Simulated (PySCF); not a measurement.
C5H6O2.

```xyz
13

C     -1.8366    -0.5956    -0.5460
C     -0.6762    -0.3504     0.3967
O      0.2975    -1.4170     0.3094
C      1.4806    -0.8626     0.0096
C      1.4863     0.4841    -0.1383
C      0.1122     0.9371     0.0755
O     -0.3781     2.0447     0.0146
H     -2.5112     0.2723    -0.4971
H     -2.3916    -1.5041    -0.2711
H     -1.4759    -0.6966    -1.5809
H     -1.0158    -0.3108     1.4455
H      2.3059    -1.5721    -0.0830
H      2.3359     1.1135    -0.3907
```

Geometry: B3LYP-D3(BJ)/def2-SVP. The structure was generated by enumeration; whether it is a known compound was not checked. One conformer was computed; it need not be the lowest.

These are PBE0/pcSseg-1 run with PySCF values and carry that method's errors. Non-relativistic, no solvent.

Task: Give the absolute GIAO shielding of each atom: isotropic value and principal components (ppm). (Estimate from the structure and the level; the computed values follow.)

Result: 
| atom | σ(iso) | σ11 | σ22 | σ33 | span |
|---|---|---|---|---|---|
| C1 | 166.4 | 151.0 | 165.3 | 182.9 | 31.9 |
| C2 | 100.6 | 77.5 | 95.5 | 128.8 | 51.2 |
| O3 | 127.1 | 4.7 | 135.1 | 241.5 | 236.8 |
| C4 | -0.6 | -116.6 | 13.9 | 100.9 | 217.5 |
| C5 | 72.6 | -8.0 | 80.0 | 146.0 | 154.0 |
| C6 | -21.2 | -99.7 | -33.4 | 69.4 | 169.2 |
| O7 | -237.6 | -788.9 | -315.0 | 391.1 | 1180.0 |
| H8 | 29.6 | 25.3 | 27.8 | 35.7 | 10.4 |
| H9 | 29.6 | 25.7 | 27.4 | 35.8 | 10.0 |
| H10 | 30.3 | 26.5 | 28.7 | 35.8 | 9.4 |
| H11 | 27.3 | 23.7 | 27.0 | 31.2 | 7.5 |
| H12 | 23.2 | 22.0 | 22.3 | 25.2 | 3.1 |
| H13 | 25.5 | 24.8 | 25.5 | 26.4 | 1.6 |
